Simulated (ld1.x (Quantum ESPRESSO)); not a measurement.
Results of a calculation; reference values are marked as such.
Pseudopotentials across the periodic table

Generated with ld1.x 7.5 (TM, RRKJ, ultrasoft, PAW), atompaw 4.2 or ONCVPSP 4.0.1. The cutoff is in Ry: for ld1.x and atompaw files where the sum of valence levels is converged to 10 mRy in a Bessel basis, for ONCV files where the hardest occupied wave has 1 mHa per electron of residual kinetic energy. The error is the largest all-electron minus pseudo excitation energy over each file’s own four to seven test configurations (ionisations up to +4, promotions, holes and added fractions of an electron), all of which were solved. The labels leave out finer settings (local radius, basis sizes, second energies), which also bear on the numbers. Spin-polarised tests are not counted. The rows are a selection from randomly drawn settings: files with unsolved tests, undetermined cutoffs or missed reference levels are left out.

| element | potential | cutoff (Ry) | largest error (meV) | bound ghosts |
| --- | --- | --- | --- | --- |
| Li | RRKJ, BLYP, scalar-relativistic, rc 3.20/4.20 (sp), local s, core correction yes, reference 2s1 2p0 | 6 | +9.0 | none |
| Al | PAW, PBE, scalar-relativistic, rc 1.76/2.50 (sp), local smoothed, core correction yes, reference 3s2 3p0 | 10 | -8.7 | none |
| V | TM, PBEsol, scalar-relativistic, rc 2.60/2.70/2.30/2.05 (spdf), local s, core correction no, reference 3d3 4s2 4p0 | 45 | +85 | none |
| Mn | ultrasoft, PW91, scalar-relativistic, rc 2.95/2.45/1.75 (spd), local smoothed, core correction no, reference 3d5 4s1 4p1 | 35 | -94 | none |
| Rh | TM, PBE, scalar-relativistic, rc 1.15/1.70/1.50 (spd), local p, core correction no, reference 4s2 4p6 4d9 5s0 5p0 | 110 | +338 | none |
| Ce | TM semilocal, PBEsol, scalar-relativistic, rc 3.15/4.20/3.10/1.25 (spdf), local d, core correction yes, reference 4f1 5d1 6s2 6p0 | 180 | -1450 | none |

(1) Fill in the row for H: TM, PBE, non-relativistic, rc 1.10/0.85 (sp), local s, core correction no, reference 1s0.75.

(2) Fill in the row for Pb: PAW, PBE, scalar-relativistic, rc 1.50/1.70/1.90 (spd), local smoothed, core correction yes, reference 5s2 5p6 5d10 6s2 6p2.

Answers

(1) cutoff 21 Ry, largest error +0.3 meV, bound ghosts: none.

(2) cutoff 50 Ry, largest error -36 meV, bound ghosts: none.
